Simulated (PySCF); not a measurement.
Species: CH7NOSi3.
SMILES: `[SiH3]O[Si@H](C#N)[SiH3]`

Jobs on this species (13 atoms, 70 electrons) with PySCF (density fitting). Hardware of each: an Arm Neoverse V2 with one thread (shared host). Other jobs ran on the host; a repeat could differ by tens of per cent or more. Peak memory is the resident size of the whole Python process, interpreter and libraries included.

```csv
level and settings,work,basis functions,SCF cycles,wall time,peak memory
"PBE0/6-311+G(2d,p)","shieldings, charges and field gradients",228,?,?,?
OPBE/pcSseg-1,shieldings,158,15,19 s,0.80 GiB
wB97X-D/pcSseg-1,shieldings,158,14,21 s,0.88 GiB
PBE0/pcSseg-0,"shieldings, charges and field gradients",80,14,7.0 s,0.49 GiB
PBE0/STO-3G,"shieldings, charges and field gradients",49,13,4.1 s,0.38 GiB
BP86/pcSseg-1,shieldings,158,15,19 s,0.80 GiB
PBE0/def2-SVP,"shieldings, charges and field gradients",131,13,12 s,0.70 GiB
PBE0/6-31G*,"shieldings, charges and field gradients",110,13,11 s,0.61 GiB
PBE0/IGLO-III,"shieldings, charges and field gradients",307,14,47 s,1.1 GiB
```

Fill in the missing figures.

- PBE0/6-311+G(2d,p); shieldings, charges and field gradients: 31 s, 1.0 GiB, 14 SCF cycles

What do all jobs in the table cost together?

About 2.9 min; the longest takes about 27 % of that, and about 11 times as long as the shortest.
